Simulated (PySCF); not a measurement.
Cl₂GaH₂N, SMILES [Cl][Ga]([Cl])[NH2].

Geometry optimised at PBE0-D3(BJ)/def2-SVP. The structure was generated by enumeration; whether it is a known compound was not checked. Other conformers were not sampled.

Calculation: TDDFT-PBE/def2-SVPD (PySCF).

Vertical excitations.  State labels are in the subgroup C2v.

```csv
state,symmetry,energy (eV),λ (nm),f,main pairs
S1,B1,4.70,264,0.008,HOMO→LUMO 100 %
S2,B2,5.70,218,0.026,HOMO−1→LUMO 98 %
S3,A2,5.81,213,0.000,HOMO−2→LUMO 100 %
S4,A1,5.84,212,0.000,"HOMO−3→LUMO 67 %, HOMO→LUMO+1 32 %"
S5,A1,6.19,200,0.159,"HOMO→LUMO+1 62 %, HOMO−3→LUMO 32 %"
S6,A2,6.40,194,0.000,HOMO−1→LUMO+1 100 %
S7,B1,6.41,194,0.042,HOMO−4→LUMO 96 %
S8,B1,6.58,188,0.039,HOMO→LUMO+2 96 %
S9,B1,6.64,187,0.000,HOMO−3→LUMO+1 100 %
S10,B2,6.79,183,0.020,HOMO−2→LUMO+1 86 %
T1,B1,4.36,285,0,HOMO→LUMO 100 %
T2,A1,5.00,248,0,HOMO→LUMO+1 99 %
T3,B2,5.38,230,0,HOMO−1→LUMO 100 %
T4,A2,5.55,223,0,HOMO−2→LUMO 100 %
```
Triplets are in the Tamm–Dancoff approximation, which puts them higher than full response would, so one can lie above its singlet here.
